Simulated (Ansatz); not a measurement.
```yaml
crystal:
  periodic: [false, false, false]
  atoms:
    - {symbol: Os, position_ang: [0.004143, 0.007169, 0.002990]}
    - {symbol: O, position_ang: [-0.005785, -0.047100, 1.746075]}
    - {symbol: O, position_ang: [1.637550, -0.016002, -0.607608]}
    - {symbol: O, position_ang: [-0.853627, 1.410299, -0.577389]}
    - {symbol: N, position_ang: [-0.782271, -1.354365, -0.564067]}
basis:
  gaussian: {orbitals: def2-TZVPD}
magnetization: {spin_polarized: true, initial_magnetization: 1}
hamiltonian: {xc: {name: HF}}
scf: {lower_state_search: full}
```

```sh
$ ansatz run in.yaml --threads 2 --pin off --events-out ev --progress --plain --max-ram 4352MiB
```

Output, abridged:

```
Functional definition: HF
1389 factors; their error is unknown
mean field evaluation 1: about -10020.1761 eV, gradient 6.4e1 eV
mean field evaluation 2: about -9996.9236 eV, gradient 1.1e2 eV
mean field evaluation 4: about -10034.4365 eV, gradient 5.9e0 eV
mean field evaluation 8: about -10035.4353 eV, gradient 1.3e0 eV
mean field evaluation 16: about -10035.8776 eV, gradient 2.6e0 eV
mean field evaluation 32: about -9828.4978 eV, gradient 6.2e2 eV
mean field evaluation 64: about -9853.5413 eV, gradient 6.2e2 eV
mean field evaluation 96: about -9814.1774 eV, gradient 6.2e2 eV
mean field evaluation 128: about -9944.1313 eV, gradient 6.2e2 eV
mean field evaluation 160: about -9951.9770 eV, gradient 6.2e2 eV
mean field evaluation 192: about -10025.0827 eV, gradient 5.6e0 eV
mean field evaluation 224: about -10030.7523 eV, gradient 9.7e0 eV
mean field evaluation 256: about -10036.1070 eV, gradient 2.5e-1 eV
mean field evaluation 288: about -10033.8326 eV, gradient 2.7e0 eV
mean field evaluation 320: about -10015.3279 eV, gradient 3.2e1 eV
mean field evaluation 352: about -10031.8736 eV, gradient 4.0e0 eV
mean field evaluation 384: about -10035.9986 eV, gradient 9.4e-1 eV
mean field evaluation 416: about -10036.1085 eV, gradient 7.8e-6 eV
mean field evaluation 448: about -10036.1881 eV, gradient 8.4e-1 eV
mean field evaluation 480: about -10036.0294 eV, gradient 6.2e-1 eV
mean field evaluation 512: about -10033.5859 eV, gradient 7.0e0 eV
mean field evaluation 544: about -10034.8056 eV, gradient 2.3e0 eV
mean field evaluation 576: about -10035.5248 eV, gradient 6.4e-1 eV
mean field evaluation 608: about -10031.4575 eV, gradient 3.8e0 eV
mean field evaluation 640: about -10031.2104 eV, gradient 9.3e0 eV
mean field evaluation 672: about -10034.0187 eV, gradient 5.0e0 eV
mean field evaluation 704: about -10023.0469 eV, gradient 3.8e1 eV
mean field evaluation 736: about -10032.6646 eV, gradient 2.6e0 eV
mean field evaluation 768: about -10032.8066 eV, gradient 2.8e0 eV
mean field evaluation 800: about -10035.4737 eV, gradient 1.3e0 eV
mean field evaluation 832: about -10035.6269 eV, gradient 4.1e-1 eV
mean field evaluation 864: about -9908.9097 eV, gradient 6.2e2 eV
mean field evaluation 896: about -9888.5184 eV, gradient 6.2e2 eV
mean field evaluation 928: about -9930.4454 eV, gradient 6.2e2 eV
mean field evaluation 960: about -9946.1334 eV, gradient 7.1e2 eV
mean field evaluation 992: about -9951.6394 eV, gradient 6.2e2 eV
mean field evaluation 1024: about -9934.2847 eV, gradient 6.2e2 eV
mean field evaluation 1056: about -10035.9442 eV, gradient 4.0e-1 eV
mean field evaluation 1088: about -10035.9518 eV, gradient 2.6e0 eV
mean field evaluation 1120: about -10032.9966 eV, gradient 5.2e0 eV
mean field evaluation 1152: about -10035.8713 eV, gradient 7.2e-2 eV
mean field evaluation 1184: about -10024.5105 eV, gradient 1.1e1 eV
mean field evaluation 1216: about -10035.7800 eV, gradient 1.8e0 eV
mean field evaluation 1248: about -10035.9893 eV, gradient 3.3e-1 eV
mean field -10036.33517380 eV, -368.8285147649 hartree, gradient 8.3e-6 eV, S^2 2.324539; 21 other end points of the search recorded, 0 dependent functions left out
reference -10036.33517380 eV, -368.8285147649 hartree; 24, 23 occupied and 176, 177 virtual orbitals, 1389 factors
Total energy: -10036.33517380 eV, -368.8285147649 hartree
```

Run time 1.9 min (2 threads of Intel Xeon 6975P-C on a shared host), peak host memory 0.78 GiB.

In the def2 sets Os takes a core potential; there is no spin–orbit coupling. The charge 0 doublet is spin-contaminated (final ⟨S²⟩ up to 2.32, 0.75 for a pure state).
